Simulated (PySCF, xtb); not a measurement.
TeCl2, SMILES Cl[Te]Cl.

GFN2-xTB run with xtb 6.7.1 at its own geometry gives an orbital gap of 2.96 eV and a dipole moment of 1.87 D.

The structure is a stationary point at PBE-D3(BJ)/def2-TZVP. The isomer is the one that the SMILES or the coordinates give; other isomers of the formula were not compared. The def2 effective core potentials stand for the cores of Te; spin–orbit coupling is left out.

### Question
What does r2SCAN/def2-TZVPD run with PySCF give? (The exact figures need the calculation; the answer reports its results.)

### Answer
gap 2.25 eV (levels -5.84 and -3.59 eV), dipole 1.86 D.
